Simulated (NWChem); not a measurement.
# SnSi₂H₈; SMILES [SiH3][SnH2][SiH3]

```xyz
11

Sn     0.0000     0.0000    -0.5717
Si    -2.1229     0.0000     0.8816
Si     2.1229     0.0000     0.8816
H      0.0000    -1.3842    -1.5876
H      0.0000     1.3842    -1.5876
H     -2.1452     1.2138     1.7543
H     -3.3513     0.0000     0.0294
H     -2.1452    -1.2138     1.7543
H      2.1452    -1.2138     1.7543
H      3.3513     0.0000     0.0294
H      2.1452     1.2138     1.7543
```
Atoms are numbered in this order, from 1.

Coordinates come from a PBE0/def2-SVP optimisation. No frequency run checked for a minimum. def2 effective core potentials on Sn; no spin-orbit coupling.

Symmetry labels are those of C2v in the frame above (b1 and b2, or b-type labels, depend on it).

**Question.** List the 4 lowest vertical singlet excitations from PBE0/def2-SVP with def2 effective core potentials on Sn, full TDDFT (NWChem).

**Answer.** 
```tsv
state	energy (eV)	oscillator strength	symmetry	leading excitation (squared amplitude)
S1	6.61	0.000	a2	HOMO → LUMO+1 (0.98)
S2	6.68	0.247	b1	HOMO → LUMO (0.71)
S3	7.01	0.154	b1	HOMO → LUMO+3 (0.89)
S4	7.07	0.008	a1	HOMO−1 → LUMO (0.92)
```
